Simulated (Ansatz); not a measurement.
Consider the formal exchange of groups at the Si–In bond: `F[SiH2][InH2]` + `[AlH3]` → `F[SiH2][AlH2]` + `[InH3]`.

Isolated molecules relaxed with PBE0-D4/def2-TZVP in Ansatz; ΔE leaves out vibrations. CCSD(T)/CBS adds triple-zeta CCSD(T) − MP2 to the extrapolated MP2 energy (def2 sets, frozen cores). This one scheme is used for every species. Functionals use def2-TZVPP. Elements past krypton have def2 core potentials. For In outer-core shells are correlated without core-valence functions, which leaves a few kJ/mol of doubt a bond.

`F[SiH2][InH2]`:

Cartesian coordinates in Å:
```
F -0.579 -1.253 -1.795
Si -0.927 -0.405 -0.469
In 1.206 0.544 0.634
H -1.870 0.673 -0.879
H -1.669 -1.317 0.447
H 2.782 0.268 -0.011
H 1.056 1.491 2.073
```

`[AlH3]`:

```xyz
4

Al    0.000    0.000    0.000
H    -1.423    0.496   -0.494
H     0.687   -1.252   -0.689
H     0.736    0.756    1.183
```

`F[SiH2][AlH2]`:

Z-matrix (Å, degrees):
```
Si
Al 1 2.468
F 1 1.613 2 111.5
H 1 1.492 2 112.3 3 -120.0
H 1 1.492 2 112.2 3 120.0
H 2 1.589 1 118.2 3 179.8
H 2 1.587 1 121.9 3 -0.2
```

`[InH3]`:

Z-matrix (Å, degrees):
```
In
H 1 1.724
H 1 1.724 2 120.0
H 1 1.724 2 120.0 3 -180.0
```

(1) Is it downhill or uphill in electronic energy at CCSD(T)/CBS, and by how much? (Estimate.)

(2) What do these levels give: BLYP-D4, r2SCAN-D4, B97M-V, CAM-B3LYP-D4, ωB97M-V, BHLYP, RPA@PBE/def2-TZVPP, MP2/def2-SVP, HF/def2-TZVPP, MP2/def2-TZVPP, SCS-MP2/def2-QZVPP, CCSD/CBS(def2)? (Estimate.)

Largest T1 diagnostic among the species: 0.014.

Answers

(1) Computed: Uphill: ΔE = +6.5 kcal/mol.

(2) Computed: BLYP-D4 6.2, r2SCAN-D4 5.6, B97M-V 6.2, CAM-B3LYP-D4 5.8, ωB97M-V 6.8, BHLYP 6.0, RPA@PBE/def2-TZVPP 5.7, MP2/def2-SVP 7.1, HF/def2-TZVPP 5.6, MP2/def2-TZVPP 7.4, SCS-MP2/def2-QZVPP 7.2, CCSD/CBS(def2) 6.5 kcal/mol.

Leaving LDA and LC-ωPBE aside and taking each functional with its dispersion term where it has one, the values, not all of them listed here, spread over 1.8 kcal/mol, from revPBE-D4 to ωB97M-V.
